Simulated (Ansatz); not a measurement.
```yaml
crystal:
  periodic: [false, false, false]
  atoms:
    - {symbol: In, position_ang: [-1.882677, 1.218402, -0.453875]}
    - {symbol: In, position_ang: [1.135011, -1.811412, 0.635237]}
    - {symbol: P, position_ang: [0.688380, 0.516357, -0.265259]}
basis:
  gaussian: {orbitals: def2-SVPD}
magnetization: {spin_polarized: true, initial_magnetization: 1}
hamiltonian: {xc: {name: B3LYP}, dispersion: d4}
scf: {omitted_lower_state_checks: [starts]}
```

```sh
$ ansatz run in.yaml --threads 4 --pin off --events-out ev --progress --plain --max-ram 3916MiB
```

Shortened log:

```
Functional definition: B3LYP
1067 factors; integrals over basis functions are off by at most 2.4e-4 eV
mean field evaluation 1: about -19633.8293 eV, gradient 2.1e1 eV
mean field evaluation 2: about -19598.3223 eV, gradient 5.6e1 eV
mean field evaluation 4: about -19637.3555 eV, gradient 7.5e0 eV
mean field evaluation 8: about -19638.0240 eV, gradient 3.2e-1 eV
mean field evaluation 16: about -19638.1074 eV, gradient 2.4e-2 eV
mean field evaluation 32: about -19638.1831 eV, gradient 4.8e-2 eV
mean field -19638.18408966 eV, -721.6899540558 hartree, gradient 6.7e-6 eV, S^2 0.754813; 1 other end points of the search recorded, 0 dependent functions left out
reference -19638.18430295 eV, -721.6899618939 hartree; 29, 28 occupied and 59, 60 virtual orbitals, 1067 factors
Total energy: -19638.45091691 eV, -721.6997597764 hartree
Checks for a lower state left out: starts
```

Run time 7 s (4 threads of Arm Neoverse V1 on a shared host).

In the def2 sets In takes a core potential; there is no spin–orbit coupling. B3LYP takes the VWN-RPA correlation.
